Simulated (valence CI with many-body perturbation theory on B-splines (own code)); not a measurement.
**E1 line list for Cr X**

Computed by valence CI with perturbative core correlation (CI+MBPT): five valence electrons over a frozen Dirac-Fock core [Ne], a basis of 11 s, 11 p, 10 d, 8 f, 5 g, 2 h functions for each j, with the one-electron correlation potential Σ1, the two-electron term Σ2, the three-electron term Σ3, Breit, model QED; selected CI, second order for the rest, scaled by the run's own slope (own B-spline code, finite nucleus).

No measured levels were compared; by estimate levels of excited configurations hold to 0.05 to 0.15 % of their energy, terms of the ground configuration to about 0.5 %. Among the levels kept, up to 3100 cm⁻¹ of a level comes from second order outside the variational space, and about a tenth of that is noise between levels of different J, which matters for small intervals.

Lines 201 to 250 of 597 in falling wavelength, among levels below 917190 cm⁻¹, chosen from the strongest by gf and those to the six lowest levels. Wavelengths and rates use the calculated energies, so an error of 200 cm⁻¹ moves a line at 29.01 nm by 0.058 % and its rate by three times that or more. Electric multipoles are in the length gauge, E1 and E2 with the static RPA response of the core. Weak lines are less certain than strong ones. Lines between different terms over intervals too small for the method are left out, as are lines whose strength nearly cancels. Where a level lies close to another of its J and parity, the split of strength between their lines is uncertain.

Names give the largest LS component (configuration and term), which can be under half, so a name can repeat, a term be missing and a line seem to break the LS rules; names also repeat where a configuration has a term twice. Letters in brackets count levels of one name in rising energy.

```
λ vac (nm)                 Upper                Lower   A (s⁻¹)  log gf  Branch %
     29.01   3s3p³3d ²D°_5/2 [f]  3s²3p²3d ²F_7/2 [b]  1.30e+10   -0.01      12.4
     28.88       3s²3p²3d ⁴D_1/2       3s²3p³ ²D°_3/2  1.88e+08   -2.33      65.3
     28.85   3s3p³3d ⁴D°_5/2 [a]         3s3p⁴ ⁴P_5/2  4.74e+07   -2.45      12.4
     28.84   3s3p³3d ⁴D°_7/2 [a]         3s3p⁴ ⁴P_5/2  2.67e+07   -2.57       8.8
     28.82   3s3p³3d ²D°_5/2 [f]  3s²3p²3d ²F_5/2 [b]  2.56e+09   -0.72       2.4
     28.80   3s3p³3d ⁴D°_3/2 [a]         3s3p⁴ ⁴P_5/2  1.56e+07   -3.11       3.9
     28.80   3s3p³3d ²F°_7/2 [d]      3s²3p²3d ²G_9/2  2.21e+10    0.34      40.3
     28.80       3s²3p²3d ⁴D_5/2       3s²3p³ ²D°_5/2  4.33e+07   -2.49      21.0
     28.79   3s3p³3d ²D°_3/2 [e]  3s²3p²3d ²D_3/2 [b]  1.65e+10   -0.09      26.0
     28.78   3s3p³3d ²D°_3/2 [e]  3s²3p²3d ²D_5/2 [b]  1.78e+09   -1.05       2.8
     28.77   3s3p³3d ²D°_5/2 [e]  3s²3p²3d ²D_5/2 [b]  1.36e+10    0.01      19.5
     28.71   3s3p³3d ²F°_5/2 [d]      3s²3p²3d ²G_7/2  2.09e+10    0.19      36.8
     28.70   3s3p³3d ⁴D°_7/2 [d]      3s²3p²3d ⁴D_5/2  1.92e+09   -0.72       3.4
     28.69   3s3p³3d ⁴D°_5/2 [c]      3s²3p²3d ⁴D_5/2  5.38e+09   -0.40       9.2
     28.69   3s3p³3d ⁴D°_3/2 [d]      3s²3p²3d ⁴D_5/2  3.19e+09   -0.80       5.6
     28.66   3s3p³3d ²D°_3/2 [f]  3s²3p²3d ²F_5/2 [b]  1.05e+10   -0.29       9.3
     28.65   3s3p³3d ²D°_5/2 [f]  3s²3p²3d ²P_3/2 [c]  1.31e+10   -0.02      12.4
     28.64          3s3p⁴ ²S_1/2       3s²3p³ ⁴S°_3/2  4.42e+07   -2.96       0.7
     28.62   3s3p³3d ²D°_5/2 [c]      3s²3p²3d ⁴D_7/2  1.67e+09   -0.91       3.3
     28.49   3s3p³3d ²D°_3/2 [f]  3s²3p²3d ²P_3/2 [c]  2.17e+09   -0.98       1.9
     28.48   3s3p³3d ⁴D°_5/2 [c]      3s²3p²3d ⁴D_3/2  3.33e+09   -0.61       5.7
     28.48   3s3p³3d ⁴D°_3/2 [d]      3s²3p²3d ⁴D_3/2  3.59e+09   -0.76       6.3
     28.42   3s3p³3d ²D°_3/2 [c]      3s²3p²3d ⁴D_5/2  4.40e+09   -0.67       8.8
     28.42   3s3p³3d ⁴D°_3/2 [d]      3s²3p²3d ⁴D_1/2  2.73e+09   -0.88       4.8
     28.40   3s3p³3d ⁴D°_7/2 [d]  3s²3p²3d ²F_7/2 [a]  5.56e+09   -0.27       9.8
     28.40   3s3p³3d ⁴D°_1/2 [d]      3s²3p²3d ⁴D_3/2  1.05e+10   -0.60      17.4
     28.40   3s3p³3d ⁴D°_5/2 [c]  3s²3p²3d ²F_7/2 [a]  4.62e+09   -0.47       7.9
     28.34   3s3p³3d ²P°_3/2 [a]         3s3p⁴ ²S_1/2  2.03e+09   -1.01       3.2
     28.34   3s3p³3d ⁴D°_1/2 [d]      3s²3p²3d ⁴D_1/2  7.15e+09   -0.76      11.9
     28.19   3s3p³3d ⁴D°_3/2 [d]  3s²3p²3d ²F_5/2 [a]  5.19e+09   -0.61       9.1
     28.17  3s²3p3d² ²F°_7/2 [a]  3s²3p²3d ²D_5/2 [a]  6.66e+09   -0.20      12.0
     28.17  3s²3p3d² ²F°_7/2 [b]  3s²3p²3d ²D_5/2 [c]  1.93e+09   -0.74       2.8
     28.16   3s3p³3d ²D°_3/2 [b]         3s3p⁴ ²P_1/2  6.72e+09   -0.50      33.2
     28.12  3s²3p3d² ²F°_5/2 [b]  3s²3p²3d ²D_3/2 [c]  1.83e+09   -0.89       2.4
     28.11   3s3p³3d ²D°_3/2 [f]  3s²3p²3d ²P_1/2 [b]  6.74e+09   -0.50       6.0
     28.05  3s²3p3d² ²F°_5/2 [a]  3s²3p²3d ²D_3/2 [a]  5.63e+09   -0.40      10.1
     28.00  3s²3p3d² ²F°_5/2 [b]  3s²3p²3d ²D_5/2 [c]  1.58e+09   -0.95       2.1
     27.98   3s3p³3d ²D°_5/2 [b]  3s²3p²3d ²P_3/2 [a]  9.84e+09   -0.16      47.9
     27.97   3s3p³3d ⁴D°_7/2 [d]      3s²3p²3d ⁴F_9/2  2.23e+10    0.32      39.4
     27.89  3s²3p3d² ⁴D°_5/2 [a]      3s²3p²3d ⁴P_3/2  1.78e+09   -0.90       4.2
     27.88   3s3p³3d ⁴F°_7/2 [a]         3s3p⁴ ⁴P_5/2  7.77e+06   -3.14       0.8
     27.84   3s3p³3d ²D°_3/2 [b]  3s²3p²3d ²P_3/2 [a]  2.04e+09   -1.02      10.1
     27.83   3s3p³3d ²S°_1/2 [c]  3s²3p²3d ²P_3/2 [c]  7.14e+09   -0.78       6.4
     27.63   3s3p³3d ⁴D°_7/2 [d]      3s²3p²3d ⁴F_7/2  4.95e+09   -0.34       8.7
     27.63   3s3p³3d ⁴D°_5/2 [c]      3s²3p²3d ⁴F_7/2  1.53e+10    0.02      26.1
     27.41  3s²3p3d² ⁴D°_7/2 [a]      3s²3p²3d ⁴P_5/2  4.49e+09   -0.39      10.4
     27.37   3s3p³3d ⁴D°_5/2 [c]      3s²3p²3d ⁴F_5/2  6.26e+09   -0.37      10.7
     27.37   3s3p³3d ⁴D°_3/2 [d]      3s²3p²3d ⁴F_5/2  1.03e+10   -0.34      18.0
     27.33   3s²3p²3d ²P_3/2 [b]       3s²3p³ ²P°_3/2  3.46e+09   -0.81       6.3
     27.19   3s3p³3d ⁴D°_3/2 [d]      3s²3p²3d ⁴F_3/2  4.75e+09   -0.68       8.3
```
